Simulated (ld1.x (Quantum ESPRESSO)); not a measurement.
**Building the ultrasoft potential for Se (Z = 34) (PBEsol, fully relativistic).**

The input file (ld1.x (Quantum ESPRESSO) 7.5):

```
&input
   title='Se', zed=34., rel=2, dft='PBESOL', iswitch=3,
   config='[Ar] 3d10 4s2 4p4 4f-2', rel_dist='average',
   nld=7, rlderiv=1.50, eminld=-6.0, emaxld=5.0, deld=0.02
 /
 &inputp
   pseudotype=3, tm=.true., lloc=-1, rcloc=1.25,
   nlcc=.true., new_core_ps=.true., rcore=0.80,
   file_pseudopw='Se.UPF', file_wfcaegen='ae.wfc', file_wfcncgen='nc.wfc', file_beta='beta', file_chi='chi', file_wfcusgen='us.wfc'
 /
8
4S  1  0   2.00   0.00  1.15  1.35  0.0
4S  1  0   0.00  -0.40  1.15  1.35  0.0
4P  2  1   4.00   0.00  1.05  1.35  0.0
4P  2  1   0.00   4.60  1.05  1.35  0.0
3D  3  2  10.00   0.00  0.90  1.20  0.0
3D  3  2   0.00  -2.60  0.90  1.20  0.0
4F  4  3  -2.00  -0.20  1.20  1.30  0.0
4F  4  3  -2.00   0.90  1.20  1.30  0.0
 &test
   configts(1)='3d10 4s2 4p4'
 /
```

Command:

```bash
ld1.x < Se.in > Se.out
```

The program printed (shortened: banner, matrices, multipoles, cross overlaps and the repeated all-electron block are left out):

```
[... start of the log left out ...]
      Wfc-us  4P rcutus= 1.348  Estimated cut-off energy=    38.55 Ry

      Wfc   4P  rcut= 1.050  Using Troullier-Martins method
      Wfc-us  4P rcutus= 1.348  Estimated cut-off energy=    46.22 Ry

      Wfc   4P  rcut= 1.050  Using Troullier-Martins method
      Wfc-us  4P rcutus= 1.348  Estimated cut-off energy=    45.76 Ry

      Wfc   3D  rcut= 0.904  Using Troullier-Martins method
      Wfc-us  3D rcutus= 1.190  Estimated cut-off energy=    84.80 Ry

      Wfc   3D  rcut= 0.904  Using Troullier-Martins method
      Wfc-us  3D rcutus= 1.190  Estimated cut-off energy=    84.74 Ry

      Wfc   3D  rcut= 0.904  Using Troullier-Martins method
      Wfc-us  3D rcutus= 1.190  Estimated cut-off energy=   129.25 Ry

      Wfc   3D  rcut= 0.904  Using Troullier-Martins method
      Wfc-us  3D rcutus= 1.190  Estimated cut-off energy=   126.21 Ry

      Wfc   4F  rcut= 1.190  Using Troullier-Martins method
      Wfc-us  4F rcutus= 1.315  Estimated cut-off energy=    80.71 Ry

      Wfc   4F  rcut= 1.190  Using Troullier-Martins method
      Wfc-us  4F rcutus= 1.315  Estimated cut-off energy=    80.71 Ry

      Wfc   4F  rcut= 1.190  Using Troullier-Martins method
      Wfc-us  4F rcutus= 1.315  Estimated cut-off energy=    81.55 Ry
           3        1212        1211   99.349056813927490

 %%%%%%%%%%%%%%%%%%%%%%%%%%%%%%%%%%%%%%%%%%%%%%%%%%%%%%%%%%%%%%%%%%%%%%%%%%%%%%
     Error in routine compute_chi (1):
     n is too large
 %%%%%%%%%%%%%%%%%%%%%%%%%%%%%%%%%%%%%%%%%%%%%%%%%%%%%%%%%%%%%%%%%%%%%%%%%%%%%%

     stopping ...
```

The run stopped because near the origin the numerical χ = (ε − T − V_loc)φ did not join its small-r series within 0.05 bohr.

The run took about 0.23 s on one core of a shared server CPU.
